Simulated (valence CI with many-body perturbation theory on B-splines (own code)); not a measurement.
# Gd31+: calculated level list

Level of theory: configuration interaction combined with many-body perturbation theory (CI+MBPT): five valence electrons over a frozen Dirac-Fock core [Ar] 3d10, a basis of 9 s, 9 p, 8 d, 6 f, 3 g, 1 h functions for each j, with the one-electron correlation potential Σ1, the two-electron term Σ2, the three-electron term Σ3, Breit, model QED; selected CI, second order for the rest (own B-spline code, finite nucleus).

The last digits are not significant, and no measured levels were compared; by estimate large intervals hold to a few tenths of a per cent, small ones and those within an open d or f shell to about a per cent. Among the levels kept, up to 250 cm⁻¹ of a level comes from second order outside the variational space, and about a tenth of that is noise between levels of different J, which matters for small intervals.

Levels 46 to 50 of 50, with energies above the lowest level, (4s^2 4p1/2^2 4p3/2) J=3/2. "Leading %" is the weight of the configuration and term that name the level; weights of strongly mixed levels are sums over their largest components and can fall short. In the jj column 3d3/2^4 stands for four electrons in 3d with j = 3/2. Lifetimes count E1, E2, E3, M1 and M2 decay at the calculated energies, and are blank where another channel may lead or the interval is too uncertain; long ones can be off by a factor of two.

```
No.  Configuration  Term    J  E (cm⁻¹)  Leading %    Second component                     Leading jj  Lifetime
 46            4p5   2P°  3/2   1898000         33  14 % 4s.4p3.4d 4F°  4s 4p1/2^2 4p3/2 4d3/2 (54 %)   10.8 ps
 47      4s.4p3.4d   6D°  9/2   1904600         46  38 % 4s.4p3.4d 4F°  4s 4p1/2^2 4p3/2 4d5/2 (90 %)    100 ps
 48            4p5   2P°  3/2   1920400         24  10 % 4s.4p3.4d 6D°  4s 4p1/2^2 4p3/2 4d5/2 (52 %)   10.9 ps
 49      4s.4p3.4d   4G°  5/2   1950300         32  14 % 4s.4p3.4d 2F°  4s 4p1/2^2 4p3/2 4d3/2 (73 %)   10.1 ps
 50      4s.4p3.4d   4D°  5/2   1958000         28  18 % 4s.4p3.4d 2D°  4s 4p1/2^2 4p3/2 4d5/2 (77 %)   11.9 ps
```

Where two levels of one J and parity lie close, their mixing, g and order are uncertain.
